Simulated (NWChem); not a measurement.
The numbers come from NWChem runs, not from measurements. System: HSi (+1), charge 1, spin multiplicity 1, at a geometry optimised with PBE/def2-SVP. The structure started from a generated list of species. Level: MP2/def2-QZVP, 5 core orbitals frozen.

Input file:

```
start mol
memory heap 200 mb stack 900 mb global 1100 mb
charge 1
geometry units angstroms nocenter noautoz
  Si     0.000000     0.000000     0.102796
  H      0.000000     0.000000    -1.439142
  symmetry group C2v
end
basis spherical
  * library def2-qzvp
end
scf
  rhf
  nopen 0
  maxiter 100
  thresh 1e-7
  semidirect memsize 60000000 filesize 0
end
mp2
  freeze core 5
end
task mp2 energy
```

NWChem printed:

```
             Northwest Computational Chemistry Package (NWChem) 7.3.0
             --------------------------------------------------------

                                NWChem Input Module
                                -------------------

 Scaling coordinates for geometry "geometry" by  1.889725989
 (inverse scale =  0.529177249)

 Turning off AUTOSYM since
 SYMMETRY directive was detected!

                             Geometry "geometry" -> ""
                             -------------------------

 Output coordinates in angstroms (scale by  1.889725989 to convert to a.u.)

  No.       Tag          Charge          X              Y              Z
 ---- ---------------- ---------- -------------- -------------- --------------
    1 Si                  14.0000     0.00000000     0.00000000     0.10279600
    2 H                    1.0000     0.00000000     0.00000000    -1.43914200

 Effective nuclear repulsion energy (a.u.)       4.8046558850

            Nuclear Dipole moment (a.u.)
            ----------------------------
        X                 Y               Z
 ---------------- ---------------- ----------------
     0.0000000000     0.0000000000     0.0000037795

      Symmetry information
      --------------------

 Group name             C2v
 Group number             16
 Group order               4
 No. of unique centers     2

      Symmetry unique atoms

     1    2


 Summary of "ao basis" -> "" (spherical)
 ------------------------------------------------------------------------------
       Tag                 Description            Shells   Functions and Types
 ---------------- ------------------------------  ------  ---------------------
 *                         def2-qzvp                  on all atoms

 Summary of "ao basis" -> "ao basis" (spherical)
 ------------------------------------------------------------------------------
       Tag                 Description            Shells   Functions and Types
 ---------------- ------------------------------  ------  ---------------------
 Si                        def2-qzvp                22       70   9s6p4d2f1g
 H                         def2-qzvp                10       30   4s3p2d1f

                                 NWChem SCF Module
                                 -----------------

  ao basis        = "ao basis"
  functions       =   100
  atoms           =     2
  closed shells   =     7
  open shells     =     0
  charge          =   1.00
  wavefunction    = RHF
  use symmetry    = T
  symmetry adapt  = T

 Summary of "ao basis" -> "ao basis" (spherical)
 ------------------------------------------------------------------------------
       Tag                 Description            Shells   Functions and Types
 ---------------- ------------------------------  ------  ---------------------
 Si                        def2-qzvp                22       70   9s6p4d2f1g
 H                         def2-qzvp                10       30   4s3p2d1f

      Symmetry analysis of basis
      --------------------------

        a1         43
        a2         11
        b1         23
        b2         23

 Forming initial guess at       0.1s

      Superposition of Atomic Density Guess
      -------------------------------------

 Sum of atomic energies:        -289.34316147

 Renormalizing density from      15.00 to     14

      Non-variational initial energy
      ------------------------------

 Total energy =    -276.848307
 1-e energy   =    -383.125138
 2-e energy   =     101.472175
[...]
     8      0.401044  1 Si s                 24      0.319044  1 Si pz
    21      0.284159  1 Si pz                73     -0.212785  2 H  s
     7      0.180612  1 Si s                 12     -0.167879  1 Si pz

 Vector    8  Occ=0.000000D+00  E=-2.553209D-01  Symmetry=b1
              MO Center= -6.3D-16,  4.7D-32,  6.5D-02, r^2= 2.8D+00
   Bfn.  Coefficient  Atom+Function         Bfn.  Coefficient  Atom+Function
  ----- ------------  ---------------      ----- ------------  ---------------
    22      0.496704  1 Si px                25      0.319466  1 Si px
    19      0.304067  1 Si px                10     -0.192652  1 Si px

 Vector    9  Occ=0.000000D+00  E=-2.553209D-01  Symmetry=b2
              MO Center=  3.7D-31,  1.2D-15,  6.5D-02, r^2= 2.8D+00
   Bfn.  Coefficient  Atom+Function         Bfn.  Coefficient  Atom+Function
  ----- ------------  ---------------      ----- ------------  ---------------
    23      0.496704  1 Si py                26      0.319466  1 Si py
    20      0.304067  1 Si py                11     -0.192652  1 Si py

 Vector   10  Occ=0.000000D+00  E=-8.140721D-02  Symmetry=a1
              MO Center=  6.1D-16, -6.2D-16,  5.0D-01, r^2= 5.4D+00
   Bfn.  Coefficient  Atom+Function         Bfn.  Coefficient  Atom+Function
  ----- ------------  ---------------      ----- ------------  ---------------
    74      1.838187  2 H  s                 27      1.276742  1 Si pz
     9     -1.005950  1 Si s                 40      0.177842  1 Si d  0
    73     -0.165295  2 H  s                 24      0.158172  1 Si pz

 center of mass
 --------------
 x =   0.00000000 y =   0.00000000 z =   0.09293952

 moments of inertia (a.u.)
 ------------------
           8.259372324814           0.000000000000           0.000000000000
           0.000000000000           8.259372324814           0.000000000000
           0.000000000000           0.000000000000           0.000000000000

  Mulliken analysis of the total density
  --------------------------------------

    Atom       Charge   Shell Charges
 -----------   ------   -------------------------------------------------------
    1 Si  14    13.02   1.69  0.01  0.25  0.37  1.07  0.54  0.51  1.19  0.23  5.47 -0.01  0.54  0.45  0.55  0.05  0.00  0.02  0.04  0.02  0.00  0.00  0.00
    2 H    1     0.98   0.11  0.32  0.47  0.05  0.00  0.01  0.02  0.00  0.00  0.00

       Multipole analysis of the density wrt the origin
       ------------------------------------------------

     L   x y z        total         open         nuclear
     -   - - -        -----         ----         -------
     0   0 0 0      1.000000      0.000000     15.000000

     1   1 0 0      0.000000      0.000000      0.000000
     1   0 1 0     -0.000000      0.000000      0.000000
     1   0 0 1     -0.100995      0.000000      0.000004

     2   2 0 0     -6.330242      0.000000      0.000000
     2   1 1 0      0.000000      0.000000      0.000000
     2   1 0 1     -0.000000      0.000000      0.000000
     2   0 2 0     -6.330242      0.000000      0.000000
     2   0 1 1      0.000000      0.000000      0.000000
     2   0 0 2     -8.837341      0.000000      7.924434

                   NWChem MP2 Semi-direct Energy/Gradient Module
                   ---------------------------------------------

  Basis functions       =    100
  Molecular orbitals    =    100
  Frozen core           =      5
  Frozen virtuals       =      0
  Active alpha occupied =      2
  Active beta occupied  =      2
  Active alpha virtual  =     93
  Active beta virtual   =     93
  Use MO symmetry       = T
  Use skeleton AO sym   = T

  AO/Fock/Back tols     =   1.0D-09  1.0D-09  1.0D-09

 GA uses MA = F    GA memory limited = T

 Available:
  local mem=  1.26D+08
 global mem=  1.44D+08
 local disk=  0.00D+00
  mp2_memr nvloc                    93
  nvloc new                    93
   1 passes of   2:        7340032                      35767                   3210797.
   1 passes of   2: M    126151077           G      144159200           F     118811045.

 Semi-direct pass number   1 of   1  for RHF alpha+beta  at        1.9s
  vrange nnbf                  5050
  mp2_eaftype                    12  avail_ma_in_mb                  1099
 EAF : mp2_eaftype filesize          12    1605398.
  mp2_eaf for mointskh                     12
Node 0 wrote      7.5 Mb in      0.0 s     Agg I/O rate:  2663.2 Mb/s
 Done moints_semi at        5.3s
  mp2_eaftype                    12  avail_ma_in_mb                  1087
 EAF : mp2_eaftype filesize          12    1605398.
  mp2_eaf for kh                    12
 Done maket at        5.3s
 Done multipass loop at        5.3s

          -------------------------------------------
          SCF energy                -289.166939138348
          Correlation energy          -0.074682577556
          Singlet pairs               -0.068333935206
          Triplet pairs               -0.006348642350
          Total MP2 energy          -289.241621715904
          -------------------------------------------

          ---------------------------------------------------
                    Spin Component Scaled (SCS) MP2
          Same spin pairs                     -0.004232428233
          Same spin scaling factor             0.333333333333
          Opposite spin pairs                 -0.070450149322
          Opposite spin scaling fact.          1.200000000000
          SCS-MP2 correlation energy          -0.085950988598
          Total SCS-MP2 energy              -289.252890126946
          ---------------------------------------------------

 -----------------------
 Performance information
 -----------------------

 Timer overhead =  2.09D-07 seconds/call

               Nr. of calls         CPU time (s)                 Wall time (s)                GFlops
             ---------------    -------------------     ------------------------------   -------------------
Name         Min   Avg   Max    Min     Avg     Max     Min     Avg     Max   Mx/calls   Min     Max     Sum
mp2: moin     1     1     1    3.4     3.4     3.4      3.4     3.4     3.4     3.4      0.0     0.0     0.0
mp2: make     1     1     1   1.38E-2 1.38E-2 1.38E-2  1.38E-2 1.38E-2 1.38E-2 1.38E-2   0.0     0.0     0.0
mp2: tota     1     1     1    3.5     3.5     3.5      3.5     3.5     3.5     3.5      0.0     0.0     0.0

 The average no. of pstat calls per process was 3.00D+00
 with a timing overhead of 6.28D-07s

 Task  times  cpu:        5.2s     wall:        5.2s

 Total times  cpu:        5.3s     wall:        5.3s
```
